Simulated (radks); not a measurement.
Problem. The mean radii <r> (bohr) of the occupied orbitals of an atom or ion are listed with their occupations. Method: Dirac Kohn-Sham, relativistic LDA (MacDonald-Vosko exchange, VWN5 correlation), spin-unpolarised, spherical densities, finite nucleus; Fermi nuclear charge, rms radius of each element as measured or else 0.836 A^(1/3) + 0.57 fm; computed with a radial shooting solver on a logarithmic mesh with Libxc functionals.

| orbital | occ. | <r> |
|---|---|---|
| 1s1/2 | 2 | 0.06362 |
| 2s1/2 | 2 | 0.2802 |
| 2p1/2 | 2 | 0.2426 |
| 2p3/2 | 2 | 0.2451 |

Name the element and its charge. Open shells, if any, fill j = l - 1/2 first.

Solution. Z = 24, chromium, charge +16: Cr16+ in [He] 2s2 2p4. The 1s radius gives Z: for a bare nucleus <r> = (2 gamma + 1)/(2Z) with gamma = sqrt(1 - (Z/c)^2), 0.06186 bohr for Z = 24, and screening makes it slightly larger (0.06362 here). The occupations add up to 8, and the charge is Z minus that.
